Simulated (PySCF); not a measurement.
Compound: C6H11AlOS.
Atom-mapped SMILES: `[CH3:1][S@@+:2]([AlH3-:3])[CH2:4][c:5]1[cH:6][cH:7][cH:8][o:9]1`

NICS = −σ at a ghost point: NICS(0) at the centroid of the ring atoms, NICS(1) 1 Å to either side along the normal of their mean plane, zz for the tensor component along that normal. Level: GIAO HF/pcSseg-1 (PySCF, non-relativistic, gas phase) on the PBE0-D3(BJ)/def2-SVP geometry, one conformer.

Ring bond lengths (Å): C5–C6 1.369, C6–C7 1.429, C7–C8 1.363, C8–O9 1.345, O9–C5 1.351.

What do the NICS probes read (ppm)?

| ring | type | NICS(0) | NICS(1), two faces | NICS(1)zz, two faces | rms pucker (Å) | centre to ring atoms, mean (Å) |
| --- | --- | --- | --- | --- | --- | --- |
| C5–C6–C7–C8–O9 | 5-membered ring with O; formal bonds all aromatic | -12.5 | -10.6 / -10.3 | -26.0 / -26.4 | 0.00 | 1.17 |

What can be read from them?

- C5–C6–C7–C8–O9: mean NICS(1)zz -26.2 ppm, shielded, aromatic by this magnetic criterion (flat ring, no four-coordinate atom).

How equal are the bonds by HOMA? HOMA takes Krygowski's 1993 parameters.

- C5–C6–C7–C8–O9: HOMA 0.43; the largest term is that of O9–C5, α(R − Ropt)² = 1.15.

At the second NICS(1) probe listed for ring C5–C6–C7–C8–O9, 1 Å off the ring, what do the in-plane components average?

The isotropic value is a third of the trace: (3 × -10.3 − (-26.4))/2 = -2.3 ppm.

How do the values depend on the level or the medium?

| level | NICS(0), C5–C6–C7–C8–O9 | mean NICS(1)zz, C5–C6–C7–C8–O9 |
| --- | --- | --- |
| HF/pcSseg-1, gas | -12.5 | -26.2 |
| PBE0/pcSseg-1, gas | -12.1 | -26.6 |
| PBE0/pcSseg-1, IEF-PCM acetone | -11.8 | -26.6 |
| PBE0/pcSseg-1, IEF-PCM benzene | -11.9 | -26.6 |

The geometry is the same throughout; the continuum's cavity takes Bondi-type radii × 1.2.

The values belong to the conformer `[CH3:1][S@@+:2]([AlH3-:3])[CH2:4][c:5]1[cH:6][cH:7][cH:8][o:9]1`: C1–S2–C4–C5 -62°, S2–C4–C5–C6 93°.
